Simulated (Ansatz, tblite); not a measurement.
Cost and result up the ladder for Cu(AsH3)(N(SiH3)2) (CuSi2AsNH9) (14 atoms). Charge 0, multiplicity 1. Geometry: r2SCAN-D4/def2-SVP.

```tsv
atom	x (Å)	y (Å)	z (Å)
Cu1	-0.418	-0.058	0.811
As2	-1.449	-0.164	2.792
H3	-0.919	0.647	3.950
H4	-1.582	-1.477	3.530
H5	-2.894	0.259	2.907
N6	0.424	0.044	-0.815
Si7	-0.544	-0.306	-2.198
Si8	2.092	0.474	-0.786
H9	-0.629	0.835	-3.174
H10	-1.950	-0.615	-1.768
H11	-0.061	-1.493	-2.985
H12	2.996	-0.583	-1.357
H13	2.534	0.699	0.633
H14	2.399	1.738	-1.540
```

Ansatz on 4 threads of Arm Neoverse V1 on a shared host; xTB runs through tblite on one thread. Times are rough, summed over both states, and most runs start from the orbitals of an earlier one. PBE0-D4/def2-TZVP serves as the yardstick here, not as an exact answer. Differences are given only for rows in sets of like size (and for xTB, whose basis is part of the method), since another set adds its own error. The other state is a doublet.

The xTB rows come from tblite. Correlated methods freeze 29 core orbitals; core or outer-core shells of As are correlated, in sets that lack core-valence functions. The rows differ in basis, and correlated rows in double-zeta sets carry the largest basis error.

Correlated methods converge slowly with the basis, most of all in double-zeta sets.

Raw xTB energies of ions are shifted by several eV.

```csv
level,functions,wall time
GFN2-xTB,49,0.018 s
GFN1-xTB,58,0.024 s
PBE-D4/def2-TZVP,252,13 s
r2SCAN-D4/def2-TZVP,252,28 s
PBE0-D4/def2-TZVP,252,30 s
CCSD(T)/def2-SVP,158,4.2 min
```

(1) Estimate what each level gives for the vertical IE (eV).

## Answers

(1) 
```csv
level,vertical IE (eV),difference from PBE0-D4/def2-TZVP (eV)
GFN2-xTB,11.78,4.00
GFN1-xTB,12.83,5.05
PBE-D4/def2-TZVP,7.65,-0.13
r2SCAN-D4/def2-TZVP,7.66,-0.12
PBE0-D4/def2-TZVP,7.78,0.00
CCSD(T)/def2-SVP,7.64,–
```
